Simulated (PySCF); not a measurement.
Ga(H)(OH)2(OH2), H5GaO3, singlet at its PBE0/def2-SVP optimised geometry (Å):

```
9

Ga    -0.4041    -0.3215     0.0000
H     -1.2669    -1.5482    -0.4275
O      1.4116    -0.3215     0.0000
H      1.8403    -1.0479    -0.4592
O     -1.0163     1.3874     0.0000
H     -1.8403     1.5482    -0.4663
O     -0.2009    -0.0379     2.0882
H     -0.4934     0.8906     2.0322
H      0.7719    -0.0036     2.0267
```

Level of theory: PBE0/def2-TZVP (PySCF 2.14.0).

Map of the HOMO−1 amplitude (bohr^(-3/2)) on the plane z = 0.8 Å; orbital energy -8.25 eV, overall sign arbitrary:

```
|=============================|
|=============================|
|=============================|
|=============================|
|=============================|
|=============================|
|========----=================|
|=======-:::--================|
|======--:...-================|
|======-:.  .:================|
|======-:.  .:================|
|======--:..:-=====+++++======|
|=======--::--===+++++++++====|
|========---====+++***+++++===|
|==============+++*###**++++==|
|==============++*#%@%#*++++==|
|==============++*#@@@#*++++==|
|==============++*#%@%#*++++==|
|=============+++**###**++++==|
|=============++++*****+++++==|
|=============+++++++++++++===|
|=============+++++++++++++===|
|=============++++++++++++====|
|==============+++++++++======|
|===============++++++========|
|=============================|
|=============================|
|=============================|
|=============================|
```
Scale: ten equal steps from -0.124 (start of ' ') to 0.129 (end of '@'), in the order ' .:-=+*#%@'; x runs from -4.00 to 4.00, y from -4.00 (bottom) to 4.00 (top).
